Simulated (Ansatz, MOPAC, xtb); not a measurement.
Noncovalent pair: N2 (SMILES N#N) (first 2 atoms) with PH3 (SMILES P); geometry from B3LYP-D3(BJ)/def2-TZVP.
(charge 0, multiplicity 1):
| atom | x (Å) | y (Å) | z (Å) |
|---|---|---|---|
| N | -0.4741 | 0.5288 | -0.2586 |
| N | 0.5442 | 0.1394 | -0.2948 |
| P | 0.1829 | -0.2193 | 3.7300 |
| H | -0.8032 | -0.8356 | 2.9174 |
| H | -0.0227 | 1.0599 | 3.1522 |
| H | 1.2379 | -0.5433 | 2.8388 |

Interaction energies are E(AB) − E(A) − E(B) at the monomers' geometry in the complex; basis-set methods are counterpoise corrected.

The state reached by AM1 isn't checked.

Programs: Ansatz (a program for electronic structure) with Gaussian orbitals; MOPAC for AM1 (differences of heats of formation); xtb for the GFN methods. 

Task: One of these levels gives 34.6 meV for the interaction energy. Which?
A. PBE/def2-TZVPPD
B. GFN2-xTB
C. AM1
D. B97M-V/def2-TZVPPD

Result: C, AM1. The others give -30.4 (GFN2-xTB), -0.9 (PBE/def2-TZVPPD), -16.2 (B97M-V/def2-TZVPPD)
